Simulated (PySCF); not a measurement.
BH2O2, SMILES [B](O)O, multiplicity 2.

Geometry optimised at r2SCAN-D4/def2-TZVP. The isomer is the one that the SMILES or the coordinates give; other isomers of the formula were not compared. The values are those of a single conformer.

Two levels are set side by side: PBE/def2-TZVPD (PySCF) and CAM-B3LYP/def2-TZVPD (PySCF). Same geometry, gas phase. Differences are taken from unrounded values.

```json
[
 {"quantity": "α-spin orbital gap (eV)", "CAM-B3LYP": "7.52", "PBE": "3.78", "PBE minus CAM-B3LYP": "-3.74"},
 {"quantity": "β-spin orbital gap (eV)", "CAM-B3LYP": "10.42", "PBE": "5.66", "PBE minus CAM-B3LYP": "-4.76"},
 {"quantity": "dipole moment (D)", "CAM-B3LYP": "3.13", "PBE": "2.93", "PBE minus CAM-B3LYP": "-0.19"},
 {"quantity": "mean polarisability (bohr³)", "CAM-B3LYP": "29.0", "PBE": "33.1", "PBE minus CAM-B3LYP": "4.1"}
]
```

PBE's more diffuse valence density responds more strongly to a field. Differences between two approximate levels are no errors against the true value.

Rough cost on one machine, each run with all the roots and properties that it gave: CAM-B3LYP against PBE within a factor of 2.
